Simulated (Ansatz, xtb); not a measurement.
# Two isomers of C5H4F2

We compare a, `FC1=CCC(F)=C1`, a singlet, with b, `FC1(F)C=CC=C1`, a singlet. Both are isolated molecules in the gas phase, relaxed with PBE-D3(BJ)/def2-SVP.

a (Å):

```csv
atom,x (Å),y (Å),z (Å)
C,-1.0758,-1.2250,1.0262
C,-2.2712,-1.0029,0.4166
C,-2.0002,-0.1209,-0.7746
C,-0.5145,0.0903,-0.7115
C,0.0394,-0.5564,0.3463
F,-0.8678,-1.9591,2.1238
F,0.1127,0.8368,-1.6221
H,-3.2518,-1.3846,0.7203
H,-2.5405,0.8516,-0.7276
H,-2.2923,-0.5921,-1.7402
H,1.0920,-0.5878,0.6491
```

b (Å):

```yaml
atoms:
  - { symbol: C, position_ang: [-1.3607, -0.4785, 1.0611] }
  - { symbol: C, position_ang: [-2.3600, -0.0487, -0.0077] }
  - { symbol: C, position_ang: [-1.7993, -0.2593, -1.2172] }
  - { symbol: C, position_ang: [-0.4283, -0.8273, -1.0460] }
  - { symbol: C, position_ang: [-0.1517, -0.9634, 0.2680] }
  - { symbol: F, position_ang: [-1.8717, -1.4711, 1.8607] }
  - { symbol: F, position_ang: [-1.0336, 0.5624, 1.8948] }
  - { symbol: H, position_ang: [-3.3505, 0.3553, 0.2353] }
  - { symbol: H, position_ang: [-2.2600, -0.0529, -2.1933] }
  - { symbol: H, position_ang: [0.2365, -1.0872, -1.8816] }
  - { symbol: H, position_ang: [0.7573, -1.3462, 0.7482] }
```

Quicker runs give these differences E(b) − E(a): GFN2-xTB +9.70 kcal/mol; HF/STO-3G +8.82 kcal/mol (at GFN2-xTB geometries); r2SCAN-D4/def2-SVP +3.41 kcal/mol (at GFN2-xTB geometries).

Task: Estimate E(b) − E(a) at the level CCSD(T)/def2-SVP + ΔMP2/def2-TZVPP.

Result: Calculated at CCSD(T)/def2-SVP + ΔMP2/def2-TZVPP: E(b) − E(a) = −1.92 kcal/mol, so structure b lies lower.

Level by level:

| level | geometry | E(b) − E(a) (kcal/mol) | departure from the last row (kcal/mol) | job, with rough time for the two |
| --- | --- | --- | --- | --- |
| GFN2-xTB | GFN2-xTB | +9.70 | +11.61 | optimisation, 0.12 s |
| HF/STO-3G | GFN2-xTB | +8.82 | +10.73 | single point, 0.46 s |
| r2SCAN-D4/def2-SVP | GFN2-xTB | +3.41 | +5.33 | single point, 6.2 s |
| PBE-D3(BJ)/def2-SVP | PBE-D3(BJ)/def2-SVP | +4.86 | +6.78 | optimisation, 19 s |
| HF/def2-SVP | PBE-D3(BJ)/def2-SVP | −2.86 | −0.94 | part of the CCSD(T) run |
| MP2/def2-SVP | PBE-D3(BJ)/def2-SVP | +0.36 | +2.28 | part of the CCSD(T) run |
| CCSD(T)/def2-SVP | PBE-D3(BJ)/def2-SVP | −1.72 | +0.19 | single point |
| CCSD(T)/def2-SVP + ΔMP2/def2-TZVPP | PBE-D3(BJ)/def2-SVP | −1.92 |  | single point, 81 s |

As drawn, both hold the same kinds of bond in the same numbers.

GFN2-xTB, HF/STO-3G, r2SCAN-D4/def2-SVP, PBE-D3(BJ)/def2-SVP put the two in the other order. MP2/def2-SVP finds them nearly level. The largest departure from CCSD(T)/def2-SVP + ΔMP2/def2-TZVPP is that of GFN2-xTB, 11.61 kcal/mol. The last row adds to CCSD(T) the change of the MP2 difference between the two basis sets, here −0.19 kcal/mol.

With thermal terms from frequencies at re-optimised GFN2-xTB minima (ideal gas, soft modes damped towards free rotors, one conformer each, 298.15 K, 1 atm): on the last row, ΔE + ΔZPE = −2.17, ΔH = −2.18, ΔG = −1.75 kcal/mol.

The correlated steps freeze 7 core orbitals. Run with Ansatz 0.2.0, xtb 6.7.1; the last row on 2 threads of Arm Neoverse V1 on a shared host.
